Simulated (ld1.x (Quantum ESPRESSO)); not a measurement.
## Configuration tests for arsenic (As) (ultrasoft)

arsenic (As), ultrasoft, made with ld1.x (Quantum ESPRESSO) 7.5 (LDA (PZ), scalar-relativistic). Core [Ar] 3d10, reference 4s2 4p2.75 (charge +0.25). Waves: 4s (bound): rcut 1.40, rcutus 1.80 bohr; 4s channel at 3.1 Ry: rcut 1.40, rcutus 1.80 bohr; 4p (bound): rcut 1.75, rcutus 2.10 bohr; 4p channel at 1.65 Ry: rcut 1.75, rcutus 2.10 bohr. Local part: all-electron potential smoothed inside 1.60 bohr (lloc = -1). Core correction: a·sin(br)/r model core, default radius (core density twice the valence density). Augmentation charge: built from norm-conserving waves at rcut, not smoothed further.

Energies are relative to the spin-unpolarised reference configuration 4s2 4p2.75; without spin polarisation the order of configurations can differ from experiment. Spin-polarised rows fill each open shell by Hund’s rule, majority spin first.

| valence configuration | charge | ΔE all-electron (eV) | error AE − PS (meV) |
| --- | --- | --- | --- |
| 4s2 4p3 | 0 | -1.573 | +0.2 |
| 4s2 4p2 | +1 | 7.752 | -3.0 |
| 4s2 4p1 | +2 | 25.914 | -23 |
| 4s0 4p5 | 0 | 17.632 | -30 |
| 4s2 4p2.5 | +0.5 | 2.063 | -0.5 |
| 4s1 4p4 | 0 | 7.909 | -7.2 |
| 4s2 4p3 (spin-polarised) | 0 | -2.898 | +5.6 |

Problem. What are ΔE and the potential's error for 4s2 4p2.75 (spin-polarised)?

Solution. ΔE = -1.176 eV all-electron; the error (AE − PS) is +5.1 meV.

Problem. What are ΔE and the potential's error for 4s2 4p0?

Solution. ΔE = 53.955 eV all-electron; the error (AE − PS) is -89 meV.
